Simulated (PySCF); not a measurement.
A GIAO shielding run with PySCF (density fitting, non-relativistic, gas phase) on `C=C(CN(C)C)S[SiH3]`, C₅H₁₃NSSi:

```
$ OMP_NUM_THREADS=1 python probes_run.py task.json out

{"job": {"kind": "nmr", "xc": "PBE0", "basis": "pcSseg-1"}, "charge": 0, "multiplicity": 1}
C      1.275965    -2.613844    -0.275254
C      0.940645    -1.457108     0.283494
C     -0.471499    -0.953600     0.341467
N     -0.541411     0.442756    -0.056809
C     -1.867232     0.991665     0.152237
C     -0.134698     0.605975    -1.441483
S      2.159578    -0.439470     1.041115
Si     1.146163     1.416323     1.504375
H      2.294375    -2.956959    -0.276784
H      0.539277    -3.253469    -0.730969
H     -1.111342    -1.588968    -0.291175
H     -0.830656    -1.028686     1.374334
H     -1.855288     2.054246    -0.085866
H     -2.153719     0.876191     1.196203
H     -2.618268     0.495580    -0.476038
H      0.877034     0.225255    -1.569274
H     -0.146438     1.663991    -1.698464
H     -0.801279     0.067290    -2.127249
H      1.121903     2.340407     0.382292
H     -0.014535     1.193198     2.353802
H      2.182503     1.936168     2.409938
```

Hardware: 1 thread of an Arm Neoverse N1, shared host. The job also computes population analyses, field gradients.

Q: How large is the calculation?

A: 80 electrons, 215 basis functions and 1155 auxiliary functions.

Q: How long does it take, and how much memory does it need?

A: 83 s of wall time, with 14 SCF cycles and 5 response iterations; peak memory 1 GiB. Times on a shared host scatter by some tens of per cent.
